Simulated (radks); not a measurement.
All-electron atom: the iodine ion I7+ in [Kr] 4d10 (the NIST ground configuration).

Calculated with a radial shooting solver on a logarithmic mesh with Libxc functionals: Dirac Kohn-Sham, LB94 model potential, spin-unpolarised, spherical densities, finite nucleus; Fermi nuclear charge, rms radius 4.75 fm.

Energy parts (eV):
| part | energy |
|---|---|
| kinetic | 205556.971 |
| electron-nucleus | -466333.533 |
| Hartree | 72251.898 |
(The LB94 potential has no energy functional, so no total or exchange-correlation energy is given.)

Orbitals (lengths in bohr, moments of r in powers of bohr; <r^-3> diverges for s and p1/2):
orbital  occ.  eigenvalue (eV)  <r^-3>
1s1/2       2        -33214.31       -
2s1/2       2        -5231.607       -
2p1/2       2        -4921.483       -
2p3/2       4        -4619.479    5274
3s1/2       2        -1144.882       -
3p1/2       2        -1015.095       -
3p3/2       4        -958.5010    1010
3d3/2       4        -728.6092   162.7
3d5/2       6        -716.6189   150.4
4s1/2       2        -281.7483       -
4p1/2       2        -236.5984       -
4p3/2       4        -225.4301   198.8
4d3/2       4        -152.3732   25.01
4d5/2       6        -150.5681   22.87
5s1/2       0        -107.0980       -
5p1/2       0         -93.0713       -
5p3/2       0         -90.5948   44.82

The highest occupied level is 4d5/2 at -150.57 eV. Summed over all electrons, <r^2> = 16.85 bohr^2, which gives a Langevin (diamagnetic) susceptibility term of -13.3 x 10^-6 cm^3/mol. The density falls to 0.001 e/bohr^3 at r = 2.34 bohr. The electron density at the nucleus is 2.489e+05 e/bohr^3.
